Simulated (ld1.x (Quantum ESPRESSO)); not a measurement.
## Before and after: TM potential for silver

silver, norm-conserving Troullier–Martins (Kleinman–Bylander form), made with ld1.x (Quantum ESPRESSO) 7.5 (LDA (PZ), scalar-relativistic). Core [Ar] 3d10 4s2, reference 4p6 4d10 5s1 5p0. Waves: 4p (bound): rc 1.00 bohr; 4d (bound): rc 1.10 bohr; 5s (bound): rc 2.45 bohr. Local part: the s channel. Core correction: none.

Change: wave 4d (bound): rc 1.10 bohr becomes 4d (bound): rc 1.48 bohr.

Cutoffs: the cutoffs (Ry, on a coarse ladder) from which the occupation-weighted sum of valence levels, in a spherical-Bessel basis at the reference potential, stays within 10 and 1 mRy of its value at 400 Ry; they do not see the model core or the augmentation charge, which bear on the density cutoff. Errors are all-electron minus pseudo energies relative to the spin-unpolarised reference configuration.

Problem. Predict the effect on cutoff, ghosts and configuration errors.

Solution. The potential gets neither clearly harder nor softer (160 Ry and 200 Ry → 160 Ry and 200 Ry); the p channel sets the loose cutoff, while the largest relative change is in d, which becomes softer; the errors of the 9 common tests hardly move; neither file shows a bound ghost at the reference potential, the only one tested.

| quantity | base | changed |
| --- | --- | --- |
| cutoff, loose | 160 Ry | 160 Ry |
| cutoff, tight | 200 Ry | 200 Ry |
| loose cutoff by channel (10 mRy a level) | p 80 Ry, d 70 Ry, s 6 Ry | p 80 Ry, d 55 Ry, s 6 Ry |
| bound ghosts | none | none |
| error for 4p6 4d10 5s0 5p0, meV [ΔE 8.10 eV] | -11 | -10 |
| error for 4p6 4d9 5s0 5p0, meV [ΔE 30.49 eV] | -80 | -81 |
| error for 4p6 4d8 5s0 5p0, meV [ΔE 66.92 eV] | -397 | -397 |
| error for 4p6 4d10 5s0.5 5p0, meV [ΔE 3.19 eV] | -2.4 | -2.3 |
| error for 4p6 4d9 5s1 5p1, meV [ΔE 8.57 eV] | -768 | -768 |
| error for 4p6 4d9 5s1 5p0, meV [ΔE 13.38 eV] | -75 | -75 |
| error for 4p6 4d10 5s0 5p1, meV [ΔE 4.02 eV] | -485 | -485 |
| error for 4p6 4d10 5s1 5p0 (spin-polarised), meV [ΔE -0.15 eV] | +0.3 | +0.3 |
| error for 4p6 4d9 5s0 5p0 (spin-polarised), meV [ΔE 30.32 eV] | -54 | -54 |
| s: phases at 2.63 bohr within 0.05 rad from the reference energy up to (Ry; the scan ends near 5) | 2.8 | 2.8 |
| p: phases at 2.63 bohr within 0.05 rad from the reference energy up to (Ry; the scan ends near 5) | -0.9 | -0.9 |
| d: phases at 2.63 bohr within 0.05 rad from the reference energy up to (Ry; the scan ends near 5) | 0.9 | 0.9 |

Base: These tests converged, but a pseudo level misses the all-electron one widely, so the file describes the atom poorly there or has found another state: 4p6 4d8 5s0 5p0: empty 5p by 2.9 eV. Changed file: These tests converged, but a pseudo level misses the all-electron one widely, so the file describes the atom poorly there or has found another state: 4p6 4d8 5s0 5p0: empty 5p by 2.9 eV.
